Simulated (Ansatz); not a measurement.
`[SiH3][PH][GaH][SiH3]`, relaxed with RKS PBE0-D4/def2-TZVP in the Gaussian-basis code of Ansatz from a GFN2-xTB geometry. The force threshold is 0.005 eV/Å; the program also tests the step.

Charge 0, multiplicity 1.

Start:

```xyz
12

Si    2.629    0.610    0.034
P     1.407   -1.183   -0.573
Ga   -0.611    0.026   -0.605
Si   -2.848   -0.465    0.191
H     1.924    1.901   -0.098
H     3.811    0.608   -0.833
H     3.025    0.446    1.440
H     1.141   -1.617    0.727
H    -0.433    1.434   -1.458
H    -3.365    0.601    1.072
H    -3.833   -0.653   -0.891
H    -2.846   -1.709    0.993
```

```json
{"step": "1", "energy (eV)": "-77536.2365", "largest force (eV/Å)": "0.935", "largest move (Å)": "0.000"}
{"step": "2", "energy (eV)": "-77536.3396", "largest force (eV/Å)": "0.497", "largest move (Å)": "0.192"}
{"step": "3", "energy (eV)": "-77536.3890", "largest force (eV/Å)": "0.098", "largest move (Å)": "0.084"}
{"step": "4", "energy (eV)": "-77536.3979", "largest force (eV/Å)": "0.086", "largest move (Å)": "0.108"}
{"step": "5", "energy (eV)": "-77536.4053", "largest force (eV/Å)": "0.074", "largest move (Å)": "0.070"}
{"step": "6", "energy (eV)": "-77536.4133", "largest force (eV/Å)": "0.186", "largest move (Å)": "0.191"}
{"step": "7", "energy (eV)": "-77536.4180", "largest force (eV/Å)": "0.130", "largest move (Å)": "0.037"}
{"step": "8", "energy (eV)": "-77536.4268", "largest force (eV/Å)": "0.128", "largest move (Å)": "0.134"}
{"step": "9", "energy (eV)": "-77536.4305", "largest force (eV/Å)": "0.290", "largest move (Å)": "0.196"}
{"step": "10", "energy (eV)": "-77536.4371", "largest force (eV/Å)": "0.209", "largest move (Å)": "0.046"}
{"step": "11", "energy (eV)": "-77536.4490", "largest force (eV/Å)": "0.070", "largest move (Å)": "0.188"}
{"step": "12 (rejected)", "energy (eV)": "-77536.4489", "largest force (eV/Å)": "0.136", "largest move (Å)": "0.034"}
{"step": "13", "energy (eV)": "-77536.4502", "largest force (eV/Å)": "0.024", "largest move (Å)": "0.016"}
{"step": "14", "energy (eV)": "-77536.4516", "largest force (eV/Å)": "0.047", "largest move (Å)": "0.065"}
{"step": "15", "energy (eV)": "-77536.4522", "largest force (eV/Å)": "0.067", "largest move (Å)": "0.102"}
{"step": "16", "energy (eV)": "-77536.4526", "largest force (eV/Å)": "0.034", "largest move (Å)": "0.013"}
{"step": "17", "energy (eV)": "-77536.4528", "largest force (eV/Å)": "0.011", "largest move (Å)": "0.012"}
{"step": "18", "energy (eV)": "-77536.4529", "largest force (eV/Å)": "0.005", "largest move (Å)": "0.007"}
{"step": "19", "energy (eV)": "-77536.4529", "largest force (eV/Å)": "0.014", "largest move (Å)": "0.022"}
{"step": "20", "energy (eV)": "-77536.4530", "largest force (eV/Å)": "0.013", "largest move (Å)": "0.021"}
{"step": "21", "energy (eV)": "-77536.4530", "largest force (eV/Å)": "0.010", "largest move (Å)": "0.009"}
{"step": "22", "energy (eV)": "-77536.4531", "largest force (eV/Å)": "0.006", "largest move (Å)": "0.010"}
{"step": "23", "energy (eV)": "-77536.4531", "largest force (eV/Å)": "0.009", "largest move (Å)": "0.011"}
{"step": "24", "energy (eV)": "-77536.4531", "largest force (eV/Å)": "0.016", "largest move (Å)": "0.017"}
{"step": "25", "energy (eV)": "-77536.4532", "largest force (eV/Å)": "0.012", "largest move (Å)": "0.011"}
{"step": "26", "energy (eV)": "-77536.4532", "largest force (eV/Å)": "0.007", "largest move (Å)": "0.006"}
{"step": "27", "energy (eV)": "-77536.4532", "largest force (eV/Å)": "0.003", "largest move (Å)": "0.002"}
```

End:

```xyz
12

Si    2.530    0.575    0.190
P     1.283   -1.219   -0.322
Ga   -0.576    0.019   -0.904
Si   -2.711   -0.417    0.125
H     1.795    1.675    0.877
H     3.070    1.107   -1.087
H     3.650    0.158    1.073
H     0.856   -1.511    1.000
H    -0.356    1.103   -2.023
H    -3.102    0.750    0.966
H    -3.776   -0.620   -0.895
H    -2.663   -1.620    1.000
```

Run time 2.1 min (4 threads of an Arm Neoverse V2 on a shared host); peak host memory 0.71 GiB.
